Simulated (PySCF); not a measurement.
**Frontier orbitals and the lowest excitations**

C₄H₅BF₂Ge.
Cartesian coordinates in Å at the PBE0-D3(BJ)/def2-SVP level; atoms count from 1:
```
atom  x, y, z in Å
F1     3.0013    1.1739    0.0640
B2     2.3283    0.0506   -0.1127
F3     3.0393   -1.0394   -0.3330
C4     0.7790    0.0061   -0.0547
C5     0.1065   -1.1628   -0.2030
Ge6   -1.8000   -0.7920   -0.0269
C7    -1.3842    1.0867    0.2335
C8    -0.0454    1.2207    0.1798
H9     0.6241   -2.1092   -0.3773
H10   -2.4402   -1.4824    1.1901
H11   -2.6161   -1.1148   -1.2900
H12   -2.0557    1.9304    0.4012
H13    0.4600    2.1856    0.2999
```

Method: PySCF, TDDFT B3LYP/def2-SVPD, vertical, gas phase, core orbitals frozen in the response. The B3LYP/def2-SVPD calculation is non-relativistic and has no spin–orbit coupling, an omission that weighs most on germanium.

Frontier orbitals with the atoms that hold most of them (Löwdin shares over 4%, at most four atoms; ? is withheld):

| orbital | ε (eV) | atoms |
| --- | --- | --- |
| LUMO+2 | -0.01 | B2 30%, Ge6 25%, H11 7%, H10 6% |
| LUMO+1 | -0.26 | C8 23%, C7 20%, B2 20%, C4 8% |
| LUMO | ? | ? |
| HOMO | -7.01 | C7 29%, C5 22%, C8 21%, C4 16% |
| HOMO-1 | -8.64 | ? |
| HOMO-2 | -8.87 | Ge6 23%, C7 21%, C8 12%, C4 9% |
| HOMO-3 | -9.00 | Ge6 22%, C4 17%, C8 14%, H11 13% |

**Question.** Which atoms hold the LUMO, and with what shares?

**Answer.** C5 (bonded to C, Ge and H) 27%; C4 (bonded to B and 2 C) 20%; C7 (bonded to C, Ge and H) 10%; C8 (bonded to 2 C and H) 10%.

**Question.** Give the leading atoms of the HOMO-1.

**Answer.** C5 (bonded to C, Ge and H) 29%; Ge6 (bonded to 2 C and 2 H) 21%; C7 (bonded to C, Ge and H) 15%; C4 (bonded to B and 2 C) 10%. By element: carbon 55% or more, germanium 21%.

**Question.** What is the LUMO energy, and the HOMO–LUMO gap?

**Answer.** ε(LUMO) = -2.42 eV; the gap is 4.59 eV (0.1687 hartree).

**Question.** How does S1 compare with the orbital gap of 4.59 eV?

**Answer.** S1 is at 4.08 eV (f = 0.031), 0.51 eV below the gap, made of HOMO→LUMO (97%). 

**Question.** Give energy, strength and leading configuration of S1, S2 and S3, and follow the Löwdin shares of the leading atoms from the occupied to the empty orbital.

**Answer.** 
- S1 (4.08 eV, f 0.031), HOMO→LUMO (97%): C7 29% → 10%, C5 22% → 27%, C4 16% → 20%
- S2 (4.95 eV, f 0.0002), HOMO-1→LUMO (99%): C5 29% → 27%, Ge6 21% → at most 10%, C4 10% → 20%
- S3 (5.38 eV, f 0.0026), HOMO-2→LUMO (98%): Ge6 23% → at most 10%, C7 21% → 10%, C5 at most 9% → 27%, C4 9% → 20%

Löwdin shares depend on the basis, the more so with diffuse functions.

Time: 93 s of wall time; peak memory 0.91 GiB. Hardware: an Arm Neoverse V2 with one thread, shared host with 96 logical CPUs at a one-minute load of 10.
